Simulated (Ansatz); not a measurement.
Species: BF, charge 1, multiplicity 2. SMILES: [B][F+]
Structure (B3LYP-D3(BJ)/def2-TZVP (Ansatz, a quantum-chemistry and plane-wave program) minimum search):
```
B
F 1 1.2149
```
Charge +1, spin multiplicity 2.

Parts of the frozen-core correlation energy in cc-pVDZ (Ansatz, hartree). Frozen orbitals: 2; correlated occupied orbitals by spin: 5 and 4; virtual: 21 and 22. UHF or UKS for open shells. No spin-orbit coupling. No relativistic terms.

```csv
term,value
reference (HF),-123.74394
MP2 opposite-spin,…
MP2 same-spin,-0.06312
CCSD correlation,…
(T),…
CCSDT minus CCSD(T),-0.00050
CCSDT(Q) minus CCSD(T),-0.00096
T1 diagnostic,0.021
largest doubles amplitude,0.038
<S^2> of the reference,0.754
```

Problem. Fill in the missing entries.

Solution. 
- MP2 opposite-spin, value: -0.16266
- CCSD correlation, value: -0.22889
- (T), value: -0.00571
